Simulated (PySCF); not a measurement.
AlH9Si3. Atoms are numbered in the order given.

```xyz
13

Al    -0.0029    -0.0022     0.0023
Si     2.3171    -0.4041    -0.7297
H      2.7171    -1.8462    -0.5276
H      3.2529     0.4316     0.1145
H      2.5750    -0.0503    -2.1729
Si    -0.7820    -0.8757     2.1724
H     -1.7851    -1.9812     1.9324
H     -1.4923     0.1934     2.9681
H      0.3161    -1.4427     3.0365
Si    -1.5340     1.2807    -1.4434
H     -2.9072     1.4908    -0.8570
H     -1.7050     0.5779    -2.7702
H     -0.9507     2.6420    -1.7433
```

The structure is a stationary point at PBE-D3(BJ)/def2-SVP. The structure was generated by enumeration; whether it is a known compound was not checked.

Vertical ionisation energy (IE) and electron affinity (EA) in eV. Rows of orbital energies are one-electron estimates. Where ΔSCF, EOM or ADC give a negative EA the extra electron is unbound and the value depends on the basis.

```json
[
 {"level": "−ε(HOMO), −ε(LUMO), M06-2X/def2-TZVP (PySCF)", "IE": "?", "EA": "?"},
 {"level": "−ε(HOMO), −ε(LUMO), PBE/def2-TZVP (PySCF)", "IE": "6.33", "EA": "3.37"}
]
```

Task: Fill in the missing entries. (An estimate is asked for; the answer gives what the named calculation found.)

Result: 
- −ε(HOMO), −ε(LUMO), M06-2X/def2-TZVP (PySCF), IE: 8.20
- −ε(HOMO), −ε(LUMO), M06-2X/def2-TZVP (PySCF), EA: 1.94
